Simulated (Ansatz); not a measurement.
`[OH][GeH]([F])[SiH3]` + H–F → `[OH][GeH]([F])[F]` + SiH₄  (cleavage of the Ge–Si bond)

Computed with Ansatz on PBE0-D4/def2-TZVP structures; ΔE is electronic, products minus reactants. CCSD(T)/CBS is the MP2 limit (def2-TZVPP, def2-QZVPP) plus CCSD(T) − MP2 in def2-TZVPP, frozen cores. This one scheme is used for every species. For Ge outer-core shells are correlated without core-valence functions, which leaves a few kJ/mol of doubt a bond. Scalar relativity is left out up to krypton. One conformer a species, not always the lowest.

| species | CCSD(T)/CBS(def2) energy (Eh) |
| --- | --- |
| `[OH][GeH]([F])[SiH3]` | -2543.22347 |
| H–F | -100.39570 |
| `[OH][GeH]([F])[F]` | -2352.17909 |
| SiH₄ | -291.46306 |

(1) Work out ΔE.

Largest T1 diagnostic among the species: 0.013.

Answers

(1) ΔE = (-2352.17909) + (-291.46306) − (-2543.22347) − (-100.39570) = -0.02298 Eh = -60.3 kJ/mol.

The D4 term adds +6.3 kJ/mol with B3LYP and +3.6 kJ/mol with PBE0; it sums over pairs of atoms, weighted by their polarisabilities, and B3LYP, whose exchange is more repulsive, gets the larger term. Leaving LDA and LC-ωPBE aside and taking each functional with its dispersion term where it has one, the values, not all of them listed here, spread over 23.9 kJ/mol, from B97M-V to PBE-D4. At CCSD(T), def2-SVP lies −27.7 kJ/mol from the extrapolated value and def2-TZVPP −9.2 kJ/mol.

B3LYP here is the variant with VWN-RPA as its local correlation; programs differ in this.
